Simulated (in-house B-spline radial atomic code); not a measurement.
RPA and G0W0 on BHandHLYP: V8+

Configuration [Ne] 3s2 3p3, highest spin, mean-field start BHandHLYP. Computed with an all-electron radial atomic-structure program (B-spline basis): all electrons, scalar-relativistic (spin-free one-electron X2C), finite nucleus, each spin shell either full or empty, empty states to l = 9 with an (l + 1/2)⁻⁴ tail; G0W0 by contour deformation at full frequency.

Command:
```bash
python run_gw.py task.json out
```
Settings (radii: box in bohr, nucleus in fm):
```
Z                        23
electrons                15
configuration            [Ne] 3s2 3p3
hamiltonian              x2c
method                   bhandhlyp
lmax                     9
rms_radius               3.6002
spin_polarised           True
box_radius               7.7
intervals                67
```

Run time, properties included: 1.8 s on 1 thread of Intel(R) Xeon(R) Platinum 8375C CPU @ 2.90GHz, with other jobs on the host.

Energies (hartree):

| term | value |
| --- | --- |
| mean-field total | -926.58736 |
| Hartree-Fock functional on these orbitals | -925.90341 |
| direct second order | -1.0426 |
| second-order exchange | 0.37835 |
| SOSEX correction | 0.35106 |

Q: What is the RPA correlation energy, and what remains with SOSEX?

A: RPA gives -0.94355 hartree (-1.71 eV per electron); RPA + SOSEX gives -0.59249, and the second-order doubles -0.66424 hartree (no singles). SOSEX takes back 37 % of the RPA value.

Quasi-particle levels (eV):

```tsv
level	occupied	mean field	Σx - vxc	Σc	QP weight	G0W0
3p up	yes	-198.44	-5.88	?	?	?
3s down	yes	-217.75	-3.03	-3.38	0.971	-224.15
2p down	yes	-696.94	-19.75	6.10	0.854	-710.59
3p down	no	-178.71	8.08	-3.32	0.969	-173.96
```

G0W0 = mean field + (Σx - vxc) + Σc, with Σc (partial-wave tail included) taken at the quasi-particle energy. Only the outer levels were computed. Levels of low weight are left out.

Q: Where does G0W0 put 3p up?

A: At -204.75 eV, with Σc = -0.44 eV and a quasi-particle weight of 0.970. The tabulated removal energy is 206 ± 0.4 eV (NIST, semi-empirical); the calculation leaves out spin-orbit coupling, Breit and QED terms, and what these don't explain is the method's own error.
